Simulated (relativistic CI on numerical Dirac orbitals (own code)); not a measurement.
# Ir⁵⁺: 5p photoemission

Computed with this model: Dirac-Coulomb-Breit CI, separate exchange-only KLI orbitals for each configuration, a model potential for QED, multiplet model of photoemission in the sudden approximation, unscaled Slater integrals; configurations [Xe] 4f14 5d4 → [Kr] 4d10 4f14 5s2 5p5 5d4; 80 K; Lorentzian 1.5 eV and Gaussian 0.6 eV FWHM. Energies are those of the free ion, without screening or charge transfer. The energies are binding energies and can lie tens of eV above those of solids. S is read from ⟨S²⟩ = S(S + 1).

Field parameters in Wybourne normalisation: D3d B²₀ = −7Dσ, B⁴₀ = −14Dq − 21Dτ, B⁴₃ = −14√(10/7) Dq; D4h B²₀ = −7Ds, B⁴₀ = 21(Dq − Dt), B⁴₄ = 21√(5/14) Dq; Oh B⁴₀ = 21Dq, B⁴₄ = √(5/14) B⁴₀. The field is a parameter set, without covalency.

free ion: ground-state S = 1.74, centroid 127.07 eV. Peaks (eV, height): 118.4 (100), 120.8 (36), 125.6 (18), 128.0 (10), 130.8 (6), 133.4 (8), 142.2 (13), 145.0 (39).

D4h, 10Dq = 21100, Ds = 3000, Dt = 70 cm⁻¹: ground-state S = 1.49, centroid 127.16 eV. Peaks (eV, height): 118.6 (100), 126.8 (16), 133.8 (8), 139.8 (17), 141.4 (18), 143.0 (20), 146.2 (17).

D3d, 10Dq = 40050, Dσ = -880, Dτ = 230 cm⁻¹: ground-state S = 1.06, centroid 127.26 eV. Peaks (eV, height): 119.2 (100), 128.4 (11), 130.4 (8), 133.6 (8), 139.4 (30), 142.8 (10), 145.0 (12), 147.6 (6).

Oh, 10Dq = 21650 cm⁻¹: ground-state S = 1.37, centroid 127.14 eV. Peaks (eV, height): 118.6 (100), 126.6 (13), 131.6 (6), 133.8 (6), 139.4 (15), 143.0 (18), 146.2 (13).

Strongest unbroadened transitions for Oh, 10Dq = 21650 cm⁻¹:

```
Energy (eV)  Relative strength
     118.38                5.5
     118.48               51.7
     118.76              100.0
     120.12               26.5
     120.46                6.7
     120.61                9.5
     126.60                4.3
     129.03                4.2
     139.15               15.8
     140.22                6.8
     141.58                7.4
     142.16                4.2
     142.96               12.7
     143.65                5.1
     145.29                5.2
     146.33                8.9
     146.82                4.8
     147.76                4.6
```
